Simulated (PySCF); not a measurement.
Mayer bond orders and bond lengths

Species: C₈H₁₂Ge.
Atom-mapped SMILES: `[CH2:1]=[CH:2][Ge:3]([CH:4]=[CH2:5])([CH:6]=[CH2:7])[CH:8]=[CH2:9]` (hydrogens: H10, H11 on C1; H12 on C2; H13 on C4; H14, H15 on C5; H16 on C6; H17, H18 on C7; H19 on C8; H20, H21 on C9)

Structure used (PBE0-D3(BJ)/def2-SVP), in Å, numbered top down from 1:
```
atom  x, y, z in Å
C1    -1.8193   -1.6387   -1.9788
C2    -1.7358   -1.2958   -0.6900
Ge3   -0.3023   -0.1953    0.0280
C4    -1.0221    1.1526    1.2298
C5    -0.5958    2.4192    1.2406
C6     0.9513   -1.3053    1.0184
C7     1.4344   -0.9679    2.2176
C8     0.6248    0.6753   -1.4401
C9     1.9536    0.6528   -1.5822
H10   -1.0783   -1.3043   -2.7144
H11   -2.6291   -2.2700   -2.3631
H12   -2.5051   -1.6624    0.0023
H13   -1.8031    0.8530    1.9407
H14   -1.0044    3.1664    1.9312
H15    0.1833    2.7693    0.5532
H16    1.2775   -2.2469    0.5580
H17    2.1453   -1.6036    2.7586
H18    1.1387   -0.0362    2.7143
H19    0.0221    1.2259   -2.1741
H20    2.5996    0.1241   -0.8715
H21    2.4591    1.1620   -2.4113
```

Bond orders from the PBE0/pcSseg-1 density (PySCF). Isolated species at its PBE0-D3(BJ)/def2-SVP geometry (one conformer only). The calculation is non-relativistic, for germanium too.

Where do the orders between heavy atoms depart from those drawn in the SMILES?

The largest departure is 0.138, at Ge3–C6 (drawn single, 0.862). Drawn single, order below 0.88: C2–Ge3 (0.875), Ge3–C4 (0.875), Ge3–C6 (0.862) and Ge3–C8 (0.867).

Set the Mayer orders of the bonds between heavy atoms beside their lengths.

```tsv
bond	drawn as	length (Å)	Mayer order
C1–C2	double	1.336	1.959
C2–Ge3	single	1.945	0.875
Ge3–C4	single	1.944	0.875
C4–C5	double	1.336	1.951
Ge3–C6	single	1.945	0.862
C6–C7	double	1.336	1.952
Ge3–C8	single	1.942	0.867
C8–C9	double	1.337	1.948
```

And the bonds to hydrogen?

C–H: 0.94 to 0.95 (12 bonds).

Sum the orders of all bonds at each heavy atom with more than one neighbour and set the sums beside the valence in the SMILES.

C1 3.861 (drawn 4), C2 3.780 (drawn 4), Ge3 3.479 (drawn 4), C4 3.771 (drawn 4), C5 3.852 (drawn 4), C6 3.760 (drawn 4), C7 3.852 (drawn 4), C8 3.758 (drawn 4), C9 3.849 (drawn 4). Orders between atoms that aren't bonded are not in these sums.

Mayer orders depend on the basis set.
